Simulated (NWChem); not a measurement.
Molecule: C$_{4}$H$_{2}$BCl; SMILES C#CB(Cl)C#C

Question: Give the equilibrium geometry at PBE-D3(BJ)/def2-SVP (NWChem) as an XYZ file, with the point group.

Answer: point group C2v; any orientation.
```
8

B      0.0062    -0.0001     0.0000
C      0.7467     1.3263     0.0000
C      1.3572     2.3946     0.0000
H      1.8897     3.3371     0.0000
C      0.7444    -1.3277     0.0000
C      1.3531    -2.3971     0.0000
H      1.8837    -3.3406     0.0000
Cl    -1.7654     0.0014     0.0000
```
